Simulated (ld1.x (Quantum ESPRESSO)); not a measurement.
# Which change was made? (Ca, TM)

Ca (Z = 20), norm-conserving Troullier–Martins (Kleinman–Bylander form), made with ld1.x (Quantum ESPRESSO) 7.5 (PBE, fully relativistic). Core [Ar], reference 3d0 4s1.5 4p0 (charge +0.5). Waves: 4p (bound, empty): rc 3.10 bohr; 3d (bound, empty): rc 2.45 bohr; 4s (bound): rc 3.25 bohr. Local part: the s channel. Core correction: Bessel-smoothed model core, default radius (core density twice the valence density).

Open shells are filled in proportion to 2j + 1 (rel_dist='average').

Cutoffs, loose and tight: the cutoffs (Ry, on a coarse ladder) from which the occupation-weighted sum of valence levels, in a spherical-Bessel basis at the reference potential, stays within 10 and 1 mRy of its value at 400 Ry. They do not see the model core or the augmentation charge, which bear on the density cutoff. Test errors are all-electron minus pseudo excitation energies from the reference, over the configurations 3d0 4s2 4p0; 3d0 4s1 4p0; 3d0 4s1 4p1; 3d0.5 4s1.5 4p0; 3d1 4s0 4p0; 3d0 4s0 4p2; 3d0 4s0 4p1; variants that change the core or the reference have their own tests. The largest error is taken over the tests solved by every variant that gives reliable tests at all, those not shown here included: 3d0 4s0 4p1; 3d0 4s0 4p2; 3d0 4s1 4p0; 3d0 4s1 4p1; 3d0 4s2 4p0; 3d0.5 4s1.5 4p0.

The base gives: outcome: generated; cutoff, loose: 6 Ry; cutoff, tight: 8 Ry; bound ghosts: none; largest test error (meV): -35.

(1) After one change the result is: outcome: generated; cutoff, loose: 6 Ry; cutoff, tight: 8 Ry; bound ghosts: none; largest test error (meV): -27. Which change was it?
A. wave 4s (bound): rc 3.25 bohr becomes 4s (bound): rc 2.22 bohr
B. wave 4s (bound): rc 3.25 bohr becomes 4s (bound): rc 4.42 bohr
C. wave 4s (bound): rc 3.25 bohr becomes 4s (bound): rc 3.96 bohr

Answers

(1) C. The others give: wave 4s (bound): rc 3.25 bohr becomes 4s (bound): rc 2.22 bohr → outcome: generated; cutoff, loose: 12 Ry; cutoff, tight: 25 Ry; bound ghosts: p3/2, p1/2; largest test error (meV): -22 | wave 4s (bound): rc 3.25 bohr becomes 4s (bound): rc 4.42 bohr → outcome: generated; cutoff, loose: 6 Ry; cutoff, tight: 6 Ry; bound ghosts: none; largest test error (meV): -50.
